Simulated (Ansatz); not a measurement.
Consider the formal exchange of groups at the Si–F bond: `BO[SiH](O)F` + SiH₄ → `BO[SiH](O)[SiH3]` + H–F.

Calculated with Ansatz (gas phase, PBE0-D4/def2-TZVP geometries, no zero-point term in ΔE). CCSD(T)/CBS adds triple-zeta CCSD(T) − MP2 to the extrapolated MP2 energy (def2 sets, frozen cores). This one scheme is used for every species. Functionals use def2-TZVPP. One conformer a species, not always the lowest.

`BO[SiH](O)F`:

```xyz
9

B    -1.099   -0.221   -1.520
O     0.076   -0.223   -0.854
Si    0.462   -0.132    0.728
O     1.327    1.226    0.901
F     1.348   -1.398    1.086
H    -1.067   -0.301   -2.714
H    -2.134   -0.140   -0.913
H    -0.738   -0.180    1.580
H     1.826    1.369    1.706
```

SiH₄:

Z-matrix (Å, degrees):
```
Si
H 1 1.485
H 1 1.485 2 109.5
H 1 1.485 2 109.5 3 -120.0
H 1 1.485 2 109.5 3 120.0
```

`BO[SiH](O)[SiH3]`:

Z-matrix (Å, degrees):
```
Si
O 1 1.663
Si 1 2.343 2 112.3
O 1 1.639 2 109.5 3 118.1
H 1 1.487 2 104.4 3 -123.6
B 2 1.346 1 131.8 3 -6.0
H 3 1.487 1 110.1 2 -57.6
H 3 1.486 1 111.2 2 63.7
H 3 1.488 1 108.5 2 -176.3
H 4 0.959 1 118.4 2 68.2
H 6 1.198 2 118.4 1 -178.0
H 6 1.205 2 120.1 1 2.2
```

H–F:

```xyz
2

F     0.433   -0.136   -0.077
H    -0.433    0.136    0.077
```

```tsv
level	ΔE (eV)
ωB97X-V	1.75
ωB97M-V	1.81
B2PLYP	1.86
PBE	1.56
r2SCAN	1.79
SCS-MP2/def2-TZVPP	1.87
CCSD/def2-TZVPP	1.82
HF/def2-QZVPP	2.16
```

Question: What does CCSD(T)/CBS give? (An estimate is asked.)

Answer: Ansatz gave: +1.74 eV. The listed levels differ from it by 0.01, 0.07, 0.12, -0.18, 0.05, 0.13, 0.08, 0.42 eV.

Largest T1 diagnostic among the species: 0.014.

In def2-TZVPP, CCSD(T) changes the Hartree–Fock value by −0.36 eV (the triples alone add −0.05 eV) and MP2 by −0.32 eV. From PBE to PBE0 (25 % exact exchange), in def2-TZVPP and without D4, ΔE moves by +0.08 eV.
